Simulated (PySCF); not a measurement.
Compound: C4H2F6.
Numbering: `[CH2:1]=[C:2]([F:3])[C:4]([F:5])([F:6])[C:7]([F:8])([F:9])[F:10]` (hydrogens: H11, H12 on C1)

Level of theory: PBE0-D3(BJ)/def2-SVP geometry optimisation, gas phase in PySCF.

(1) Give the optimised bond lengths and angles.

Answers

(1) 
| bond | length (pm) |
| --- | --- |
| C1=C2 | 132.5 |
| C2–F3 | 132.7 |
| C2–C4 | 150.7 |
| C4–F5, C4–F6 | 134.4 |
| C4–C7 | 154.5 |
| C7–F8, C7–F9, C7–F10 | 132.5 |
| C1–H11 | 109.1 |
| C1–H12 | 108.9 |

Bonds in one row agree within 1 pm and their mean is given. A selection of angles:
| angle | degrees |
| --- | --- |
| C1–C2–F3 | 123.2 |
| C1–C2–C4 | 125.0 |
| F3–C2–C4 | 111.8 |
| C2–C4–F5 | 110.0 |
| C2–C4–C7 | 113.8 |
| F5–C4–F6 | 108.7 |
| F5–C4–C7 | 107.1 |
| C4–C7–F8 | 110.6 |
| C4–C7–F9 | 109.8 |
| F8–C7–F9 | 108.9 |

Torsions: C1–C2–C4–F5 -124° (anticlinal); C2–C4–C7–F8 65° (synclinal). The mirror-image conformer, all signs reversed, is as good.

The C–C distances run from 1.325 Å (C1=C2, drawn double) to 1.545 Å (C4–C7, drawn single), a spread of 0.220 Å. Of the pairs four or more bonds apart, F6···H12 is among the closest relative to their van der Waals radii: 2.40 Å, 90 % of the sum of Bondi's values. The 6 C–F bonds span 1.324 Å (C7–F9, drawn single) to 1.345 Å (C4–F5, drawn single), a spread of 0.021 Å.

Point group: C1 (no symmetry element, even within 0.4 Å). Whether it is a minimum is left open (no frequencies). One conformer, not necessarily the lowest.
